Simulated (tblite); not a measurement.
Record of a relaxation.

C8H13BS.
SMILES with atom numbers: `[CH3:1][CH:2]([CH3:3])[CH2:4][BH:5][c:6]1[cH:7][cH:8][cH:9][s:10]1` (hydrogens: H11, H12, H13 on C1; H14 on C2; H15, H16, H17 on C3; H18, H19 on C4; H20 on B5; H21 on C7; H22 on C8; H23 on C9)

Computed with GFN2-xTB (tblite), gas phase: L-BFGS steps from a force-field or distance-geometry start until the largest atomic force falls under 0.01 eV/Å. 6 of its 154 geometries are shown.

Step 0: E = -766.6899 eV, largest atomic force 3.953 eV/Å
```
atom  x, y, z in Å  |  force x, y, z in eV/Å
C1     -1.909    1.095    0.995   -1.172   1.495   0.467
C2     -2.077   -0.088    0.071   -1.076  -0.587   0.784
C3     -2.990    0.306   -1.057   -1.337   0.637  -0.705
C4     -0.789   -0.611   -0.488    0.858  -0.035  -0.508
B5      0.252   -1.109    0.611    1.112  -0.177  -1.607
C6      1.669   -0.427    0.521   -1.106  -0.870   0.633
C7      2.805   -1.063    0.153   -0.014  -2.945  -0.459
C8      3.943   -0.307    0.152    2.682  -0.090  -0.717
C9      3.764    0.989    0.515    1.547  -0.032  -0.251
S10     2.140    1.151    0.848   -1.915   3.292   1.058
H11    -2.179    2.017    0.400    0.556  -0.697   0.853
H12    -0.921    1.208    1.415    0.206  -0.029  -0.060
H13    -2.635    1.060    1.858    0.670   0.001  -0.868
H14    -2.565   -0.900    0.654    0.162   0.167  -0.314
H15    -2.608    1.186   -1.620   -0.060  -0.598   0.372
H16    -4.006    0.620   -0.661    1.020  -0.586  -0.550
H17    -3.074   -0.528   -1.773   -0.334   0.407   0.303
H18    -1.036   -1.462   -1.186    0.356   0.766   0.585
H19    -0.348    0.222   -1.084   -0.213  -0.591   0.139
H20     0.244   -2.249    0.903   -0.174   0.280   0.487
H21     2.814   -2.131   -0.115   -0.010   0.601   0.135
H22     4.930   -0.699   -0.129   -0.547   0.128   0.122
H23     4.571    1.747    0.573   -1.211  -0.536   0.099
```

Step 31: E = -767.6355 eV, largest atomic force 0.173 eV/Å
```
atom  x, y, z in Å  |  force x, y, z in eV/Å
C1     -1.899    1.088    1.021    0.026   0.027   0.059
C2     -2.076   -0.087    0.062   -0.070   0.032  -0.037
C3     -3.114    0.266   -0.996   -0.123   0.032  -0.118
C4     -0.731   -0.438   -0.585    0.036   0.005   0.000
B5      0.301   -1.134    0.381    0.059  -0.038  -0.071
C6      1.746   -0.607    0.372    0.049  -0.097  -0.048
C7      2.961   -1.224    0.208    0.030   0.016   0.050
C8      4.067   -0.347    0.232   -0.065   0.002   0.042
C9      3.689    0.944    0.432    0.049   0.000  -0.047
S10     1.989    1.115    0.528   -0.027   0.021   0.024
H11    -1.789    2.018    0.466    0.027  -0.022  -0.008
H12    -1.008    0.951    1.626    0.046  -0.026   0.078
H13    -2.754    1.187    1.687   -0.039   0.003  -0.045
H14    -2.429   -0.957    0.623   -0.018  -0.008   0.034
H15    -2.753    1.065   -1.639    0.060   0.081   0.015
H16    -4.038    0.600   -0.531   -0.053   0.002   0.042
H17    -3.343   -0.584   -1.631   -0.001  -0.118   0.002
H18    -0.917   -1.139   -1.408   -0.023   0.003   0.049
H19    -0.316    0.462   -1.046   -0.062   0.034  -0.017
H20    -0.031   -2.030    1.065    0.099   0.007  -0.086
H21     3.051   -2.282    0.028   -0.006   0.025   0.097
H22     5.094   -0.659    0.130   -0.102  -0.001  -0.009
H23     4.295    1.820    0.530    0.110   0.018  -0.009
```

Step 61: E = -767.7505 eV, largest atomic force 0.117 eV/Å
```
atom  x, y, z in Å  |  force x, y, z in eV/Å
C1     -1.900    1.041    1.099    0.064  -0.014  -0.045
C2     -2.080   -0.085    0.079    0.025   0.004  -0.012
C3     -3.196    0.257   -0.907    0.011   0.007   0.020
C4     -0.768   -0.349   -0.684   -0.009   0.035   0.004
B5      0.364   -1.116    0.104   -0.023   0.058  -0.036
C6      1.772   -0.537    0.219   -0.020  -0.070  -0.034
C7      2.963   -1.195    0.430   -0.023  -0.025  -0.011
C8      4.091   -0.360    0.448   -0.045  -0.048   0.017
C9      3.769    0.948    0.255   -0.016   0.033   0.007
S10     2.088    1.170    0.031    0.026   0.071  -0.035
H11    -1.444    1.915    0.636   -0.021  -0.034  -0.044
H12    -1.256    0.723    1.917    0.000  -0.017  -0.036
H13    -2.862    1.344    1.510    0.026  -0.064   0.030
H14    -2.363   -0.997    0.615   -0.025   0.010   0.006
H15    -2.918    1.105   -1.531    0.021  -0.022   0.031
H16    -4.109    0.513   -0.374   -0.046  -0.022  -0.014
H17    -3.401   -0.596   -1.552   -0.026   0.059  -0.011
H18    -1.012   -0.991   -1.539   -0.037   0.016   0.009
H19    -0.428    0.601   -1.106    0.020   0.011   0.029
H20     0.150   -2.183    0.536    0.004  -0.034   0.049
H21     3.014   -2.267    0.526   -0.004   0.049   0.088
H22     5.092   -0.711    0.615    0.112  -0.023  -0.024
H23     4.428    1.793    0.232   -0.011   0.022   0.014
```

Step 92: E = -767.8077 eV, largest atomic force 0.032 eV/Å
```
atom  x, y, z in Å  |  force x, y, z in eV/Å
C1     -1.806    0.894    1.129    0.000   0.005  -0.010
C2     -2.064   -0.124    0.021    0.002  -0.002  -0.001
C3     -3.235    0.330   -0.849    0.017   0.006  -0.002
C4     -0.783   -0.316   -0.811   -0.002   0.000   0.012
B5      0.358   -1.091   -0.041   -0.009   0.006  -0.012
C6      1.768   -0.522    0.099   -0.024  -0.002   0.009
C7      2.877   -1.109    0.670   -0.003   0.017  -0.019
C8      4.032   -0.313    0.650    0.010   0.008  -0.002
C9      3.812    0.897    0.061    0.007   0.011  -0.002
S10     2.200    1.075   -0.471   -0.010  -0.023  -0.013
H11    -1.555    1.861    0.696    0.011   0.006   0.006
H12    -0.974    0.573    1.751   -0.019  -0.009   0.023
H13    -2.688    1.019    1.753    0.008  -0.013   0.018
H14    -2.328   -1.082    0.481   -0.005  -0.006  -0.005
H15    -3.024    1.299   -1.297    0.016   0.003  -0.009
H16    -4.142    0.420   -0.253    0.024   0.000  -0.014
H17    -3.421   -0.384   -1.649   -0.015   0.000   0.015
H18    -1.053   -0.904   -1.696    0.023  -0.001   0.007
H19    -0.459    0.663   -1.173   -0.022  -0.014  -0.019
H20     0.136   -2.141    0.435   -0.004   0.007   0.004
H21     2.849   -2.100    1.088   -0.010   0.004   0.008
H22     4.984   -0.614    1.052   -0.004  -0.013  -0.003
H23     4.512    1.695   -0.090    0.008   0.011   0.010
```

Step 122: E = -767.8143 eV, largest atomic force 0.035 eV/Å
```
atom  x, y, z in Å  |  force x, y, z in eV/Å
C1     -1.792    0.814    1.161    0.005   0.003   0.018
C2     -2.075   -0.143    0.006    0.001   0.005   0.008
C3     -3.215    0.382   -0.863   -0.005   0.007   0.000
C4     -0.796   -0.340   -0.826    0.012   0.005  -0.005
B5      0.353   -1.076   -0.035   -0.004  -0.025   0.016
C6      1.761   -0.502    0.084    0.000   0.000   0.007
C7      2.857   -1.064    0.703   -0.011  -0.001   0.003
C8      4.017   -0.277    0.662   -0.001   0.002  -0.005
C9      3.813    0.903    0.009    0.015  -0.016   0.006
S10     2.212    1.059   -0.563    0.008  -0.005  -0.001
H11    -1.490    1.789    0.783   -0.003   0.002  -0.019
H12    -0.986    0.427    1.781    0.006  -0.010   0.004
H13    -2.674    0.947    1.785   -0.017  -0.006  -0.020
H14    -2.374   -1.110    0.425    0.000  -0.009  -0.007
H15    -2.928    1.318   -1.339   -0.005   0.016   0.008
H16    -4.104    0.560   -0.262   -0.004   0.006   0.004
H17    -3.469   -0.334   -1.642    0.010   0.004   0.001
H18    -1.058   -0.950   -1.697    0.004  -0.004   0.011
H19    -0.486    0.634   -1.212    0.001   0.016  -0.015
H20     0.136   -2.101    0.492   -0.013  -0.032   0.008
H21     2.813   -2.029    1.176   -0.002   0.002  -0.004
H22     4.958   -0.568    1.096   -0.001   0.021  -0.010
H23     4.521    1.688   -0.168    0.003   0.021  -0.007
```

Step 153: E = -767.8183 eV, largest atomic force 0.009 eV/Å
```
atom  x, y, z in Å  |  force x, y, z in eV/Å
C1     -1.789    0.753    1.188   -0.002  -0.007  -0.006
C2     -2.083   -0.155   -0.004   -0.001  -0.002  -0.005
C3     -3.174    0.456   -0.880    0.003   0.001   0.000
C4     -0.796   -0.386   -0.814   -0.004   0.004   0.002
B5      0.344   -1.112    0.004   -0.002   0.004  -0.003
C6      1.747   -0.521    0.101    0.003  -0.003  -0.001
C7      2.857   -1.036    0.736    0.003   0.000  -0.003
C8      4.004   -0.232    0.650   -0.001   0.006  -0.001
C9      3.777    0.912   -0.055   -0.001   0.001   0.003
S10     2.169    1.017   -0.620    0.001   0.003   0.002
H11    -1.419    1.718    0.846    0.001  -0.003   0.000
H12    -1.032    0.304    1.827    0.001   0.002   0.003
H13    -2.689    0.920    1.777    0.001   0.007   0.003
H14    -2.438   -1.120    0.375    0.004  -0.001  -0.007
H15    -2.844    1.412   -1.284   -0.001  -0.002   0.000
H16    -4.081    0.625   -0.303    0.000  -0.005   0.000
H17    -3.416   -0.202   -1.712    0.000   0.004   0.003
H18    -1.055   -1.014   -1.674    0.001   0.002   0.006
H19    -0.471    0.575   -1.220    0.001  -0.003  -0.001
H20     0.126   -2.127    0.550   -0.001   0.000   0.005
H21     2.833   -1.980    1.252   -0.003  -0.002   0.002
H22     4.954   -0.483    1.090   -0.001  -0.002  -0.001
H23     4.469    1.703   -0.273    0.001  -0.003  -0.002
```

Question: Summarise the path.

Answer: The energy falls by 1.1285 eV from step 0 to step 153; nine tenths of that is first reached at step 43. It never rises by more than 0.2 meV. The largest force goes from 3.953 to 0.009 eV/Å. Among the bonds C6–S10 changes most, from 1.679 to 1.750 Å; the atoms move by 0.710 Å rms after alignment.

Question: Follow the three bonds and two angles with the largest change from start to end.

Answer: 
| step | E above end (eV) | largest force (eV/Å) | C6–S10 (Å) | B5–C6 (Å) | C3–H16 (Å) | S10–C9–H23 (°) | B5–C6–S10 (°) |
| --- | --- | --- | --- | --- | --- | --- | --- |
| 0 | 1.1285 | 3.953 | 1.679 | 1.576 | 1.135 | 129.3 | 130.4 |
| 7 | 0.3774 | 0.317 | 1.736 | 1.534 | 1.090 | 121.1 | 130.6 |
| 13 | 0.3220 | 0.263 | 1.743 | 1.541 | 1.086 | 118.2 | 125.6 |
| 20 | 0.2502 | 0.157 | 1.752 | 1.541 | 1.086 | 119.9 | 119.4 |
| 27 | 0.2056 | 0.168 | 1.755 | 1.542 | 1.089 | 119.3 | 117.9 |
| 33 | 0.1738 | 0.128 | 1.743 | 1.535 | 1.088 | 119.0 | 118.0 |
| 40 | 0.1332 | 0.176 | 1.746 | 1.528 | 1.087 | 120.1 | 119.4 |
| 47 | 0.0921 | 0.075 | 1.751 | 1.532 | 1.088 | 119.7 | 121.3 |
| 53 | 0.0822 | 0.084 | 1.749 | 1.532 | 1.089 | 119.5 | 121.9 |
| 60 | 0.0701 | 0.084 | 1.746 | 1.528 | 1.088 | 119.8 | 122.0 |
| 67 | 0.0489 | 0.178 | 1.751 | 1.525 | 1.090 | 119.6 | 122.0 |
| 73 | 0.0308 | 0.088 | 1.753 | 1.523 | 1.087 | 119.4 | 122.1 |
| 80 | 0.0157 | 0.082 | 1.751 | 1.524 | 1.088 | 119.6 | 122.3 |
| 86 | 0.0121 | 0.043 | 1.749 | 1.526 | 1.088 | 119.6 | 122.4 |
| 93 | 0.0104 | 0.035 | 1.750 | 1.527 | 1.089 | 119.7 | 122.6 |
| 100 | 0.0081 | 0.042 | 1.751 | 1.526 | 1.089 | 119.8 | 122.9 |
| 106 | 0.0067 | 0.031 | 1.750 | 1.525 | 1.088 | 119.8 | 123.0 |
| 113 | 0.0053 | 0.024 | 1.749 | 1.526 | 1.088 | 119.8 | 123.1 |
| 120 | 0.0044 | 0.027 | 1.749 | 1.525 | 1.088 | 119.8 | 123.2 |
| 126 | 0.0032 | 0.025 | 1.750 | 1.526 | 1.088 | 119.6 | 123.1 |
| 133 | 0.0020 | 0.029 | 1.750 | 1.525 | 1.089 | 119.8 | 122.5 |
| 140 | 0.0011 | 0.024 | 1.751 | 1.526 | 1.089 | 119.6 | 122.4 |
| 146 | 0.0006 | 0.022 | 1.750 | 1.526 | 1.088 | 119.7 | 122.5 |
| 153 | 0.0000 | 0.009 | 1.750 | 1.526 | 1.088 | 119.7 | 122.4 |

The cost below is that of the whole relaxation. Hardware: one thread, Intel Xeon at 2.50 GHz (x86_64), no GPU (shared host). Cost: 5.5 s wall.
